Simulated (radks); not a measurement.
These are the eigenvalues of the occupied orbitals of an atom or ion with whole-number occupations (eV). Method: scalar-relativistic Kohn-Sham, Slater X-alpha with alpha = 0.768, spin-unpolarised, spherical densities, point nucleus; computed with a radial shooting solver on a logarithmic mesh with Libxc functionals.

orbital  eigenvalue
1s        -6013.267
2s        -1389.064

Which element is it, and in what charge state? The configuration may be excited.

Answer. Z = 22, titanium, charge +19: Ti19+ in [He] 2s1. The 1s level, -220.98 hartree, gives Z - s = 21.0 by -(Z - s)^2/2, which with screening and relativity narrows Z to a few neighbours, and the depths must fix Z and the occupations together.
